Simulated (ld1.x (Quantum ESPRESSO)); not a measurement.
## Before and after: TM potential for Hg

```json
{
  "Element": "Hg",
  "Generator": "ld1.x (Quantum ESPRESSO) 7.5",
  "Type": "norm-conserving Troullier–Martins (Kleinman–Bylander form)",
  "Functional": "PBE",
  "Relativity": "fully relativistic",
  "Frozen core": "[Xe] 4f14",
  "Valence charge": "12",
  "Reference configuration": "5d10 6s2 6p0",
  "Partial waves": "6s (bound): rc 2.35 bohr; 6p (bound, empty): rc 2.45 bohr; 5d (bound): rc 1.85 bohr",
  "Local potential": "all-electron potential smoothed inside 2.20 bohr (lloc = -1)",
  "Core correction": "none"
}
```

Open shells are filled in proportion to 2j + 1 (rel_dist='average').

Change: wave 5d (bound): rc 1.85 bohr becomes 5d (bound): rc 2.76 bohr.

Cutoffs: the cutoffs (Ry, on a coarse ladder) from which the occupation-weighted sum of valence levels, in a spherical-Bessel basis at the reference potential, stays within 10 and 1 mRy of its value at 400 Ry; they do not see the model core or the augmentation charge, which bear on the density cutoff. Errors are all-electron minus pseudo energies relative to the spin-unpolarised reference configuration.

Problem. How do hardness, ghosts and transferability respond?

Solution. The potential gets softer (50 Ry and 70 Ry → 35 Ry and 55 Ry); of the 7 tests that both files solve, the error grows in 3 and shrinks in 3 by more than 15 % and 0.3 meV (median size 3.8 → 4.7 meV); neither file shows a bound ghost. A larger radius leaves more room for a smooth pseudo-wave, so fewer plane waves are needed.

```csv
quantity,base,changed
"cutoff, loose",50 Ry,35 Ry
"cutoff, tight",70 Ry,55 Ry
loose cutoff by channel (10 mRy a level),"s 8 Ry, d 40 Ry","s 8 Ry, d 30 Ry"
bound ghosts,none,none
"error for 5d10 6s1 6p0, meV [ΔE 10.70 eV]",+3.3,+4.7
"error for 5d10 6s0 6p0, meV [ΔE 29.69 eV]",+15,+8.9
"error for 5d9 6s0 6p0, meV [ΔE 65.22 eV]",+48,-7.1
"error for 5d8 6s0 6p0, meV [ΔE 114.96 eV]",-42,+0.5
"error for 5d10 6s1.5 6p0, meV [ΔE 4.36 eV]",+0.8,+1.3
"error for 5d10 6s1 6p1, meV [ΔE 5.97 eV]",+1.9,+1.7
"error for 5d9 6s2 6p1, meV [ΔE 10.30 eV]",-3.8,+40
```
